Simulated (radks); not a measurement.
Results of a calculation; reference values are marked as such.
Pd III, 44 electrons, occupied as [Kr] 4d8. Code: a radial shooting solver on a logarithmic mesh with Libxc functionals. Model: scalar-relativistic Kohn-Sham, BLYP, spin-polarised, spherical densities, finite nucleus; open shells are filled with parallel spins first (spin-orbit coupling, left out, can overturn this in heavy ions); Fermi nuclear charge, rms radius 4.5318 fm. Some entries of the table are withheld. Estimate them.

| orbital | occ. | eigenvalue (hartree) | r(max) (bohr) | <1/r> (bohr^-1) |
|---|---|---|---|---|
| 1s down | 1 | -889.1418 | 0.02066 | 48.24 |
| 1s up | 1 | -889.1418 | 0.02066 | 48.24 |
| 2s up | 1 | -130.6235 | 0.1168 | 10.94 |
| 2s down | 1 | -130.6105 | 0.1168 | 10.94 |
| 2p up | 3 | -117.2219 | 0.09338 | 10.58 |
| 2p down | 3 | -117.2120 | 0.09338 | 10.58 |
| 3s up | 1 | -24.30570 | 0.3418 | 3.826 |
| 3s down | 1 | -24.29909 | 0.3418 | 3.826 |
| 3p up | 3 | -19.90224 | 0.3349 | 3.645 |
| 3p down | 3 | -19.89472 | 0.3350 | 3.645 |
| 3d up | 5 | -12.90502 | (1) | (2) |
| 3d down | 5 | -12.89336 | (3) | (4) |
| 4s up | 1 | -4.08050 | 0.8503 | 1.461 |
| 4s down | 1 | -4.02704 | 0.8491 | 1.464 |
| 4p up | 3 | -2.81690 | 0.9077 | 1.312 |
| 4p down | 3 | -2.76168 | 0.9064 | 1.314 |
| 4d up | 5 | -1.02419 | 1.073 | 0.9755 |
| 4d down | 3 | -0.97238 | 1.074 | 0.9685 |

Answer. 
(1) 3d up r(max) (bohr): 0.2821
(2) 3d up <1/r> (bohr^-1): 3.419
(3) 3d down r(max) (bohr): 0.2822
(4) 3d down <1/r> (bohr^-1): 3.419
